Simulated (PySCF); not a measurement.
Start geometry of `COB(OC)[SiH2][SiH3]` from GFN2-xTB (Å):
```
atom  x, y, z in Å
C1    -0.544   -2.593    0.017
O2    -0.660   -1.187    0.081
B3     0.365   -0.318   -0.076
O4     1.603   -0.821   -0.312
C5     2.760   -0.046   -0.469
Si6   -0.213    1.560    0.097
Si7   -2.486    1.753    0.451
H8    -1.161   -3.018    0.809
H9     0.493   -2.906    0.140
H10   -0.913   -2.939   -0.951
H11    3.474   -0.315    0.313
H12    2.540    1.024   -0.406
H13    3.201   -0.267   -1.444
H14    0.166    2.391   -1.070
H15    0.508    2.284    1.170
H16   -3.287    1.092   -0.584
H17   -2.923    1.181    1.729
H18   -2.948    3.145    0.472
```

Question: What comes out of this run: PySCF 2.14.0, PBE0-D3(BJ)/def2-SVP geometry optimisation, gas phase?

Answer: 
```
atom  x, y, z in Å
C1    -0.8730   -2.4282    0.2921
O2    -1.0244   -1.0283    0.3576
B3     0.0091   -0.1639    0.2146
O4     1.2560   -0.6542   -0.0007
C5     2.4054    0.1328   -0.1466
Si6   -0.5044    1.8075    0.3614
Si7   -2.8161    1.9451    0.7067
H8    -1.4926   -2.8839    1.0782
H9     0.1753   -2.7325    0.4268
H10   -1.2269   -2.7954   -0.6843
H11    3.1313   -0.1208    0.6416
H12    2.1845    1.2120   -0.0826
H13    2.8704   -0.0696   -1.1240
H14   -0.1380    2.5779   -0.8752
H15    0.2075    2.4842    1.4982
H16   -3.5441    1.2516   -0.4009
H17   -3.1813    1.2880    2.0003
H18   -3.2867    3.3656    0.7565
```

The energy falls by 3.1 kcal/mol over 6 energy and gradient evaluations, the largest force component goes from 0.0208 to 2.0e-04 Eh/bohr, and the atoms move by 0.055 Å rms after alignment. The bond that changes most is B3–Si6 (three-coordinate boron to SiH2 silicon), which lengthens by 0.070 Å. Bonds longer at the end by more than 0.005 Å: 13 of 17; shorter: 0. Among the angles that change most is H14–Si6–H15, from 99.9° to 106.0°. Rotational constants go from 2285, 1023, 723.9 to 2215, 1026, 719.1 MHz. The orientation of the end geometry is arbitrary; only internal coordinates are fixed.

The run used 161 basis functions and 35 SCF cycles in all. Hardware: one thread, Arm Neoverse V1, shared host. Cost: 67 s.

Stationary, but not proved a minimum. One conformer, not necessarily the lowest.
